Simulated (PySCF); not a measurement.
Exercise with solution: dipole moment from atomic charges

ClHOSe, SMILES O[Se]Cl. Atoms are numbered in the order given.

```xyz
4

Se     0.0218    -0.2983     0.5490
Cl     0.2264     1.4319    -0.7622
O     -0.4037    -1.5828    -0.6184
H     -1.3617    -1.5370    -0.7611
```

The structure is a stationary point at TPSSh-D3(BJ)/def2-TZVP. The values are those of a single conformer.

Charges (e) from PySCF with r2SCAN/def2-TZVPD:

```json
[
 {"atom": "Se1", "ESP fit": "0.145", "IAO": "0.499"},
 {"atom": "Cl2", "ESP fit": "-0.117", "IAO": "-0.225"},
 {"atom": "O3", "ESP fit": "-0.380", "IAO": "-0.653"},
 {"atom": "H4", "ESP fit": "0.352", "IAO": "0.379"}
]
```

The dipole moment of the full density is 1.75 D.

Problem. What dipole moment does each set of point charges give, and which comes closer to that of the density?

Solution. 
μ = Σ q r, and 1 e Å = 4.8032 D.
ESP fit: Σ q r = (-0.349, -0.150, 0.136) e Å, |μ| = 1.94 D.
IAO: Σ q r = (-0.293, -0.020, 0.561) e Å, |μ| = 3.04 D.
ESP fit comes closer in size. Point charges leave out the atoms' own dipoles (lone pairs, polarised bonds); fits to the potential absorb them, partitions of the density don't.
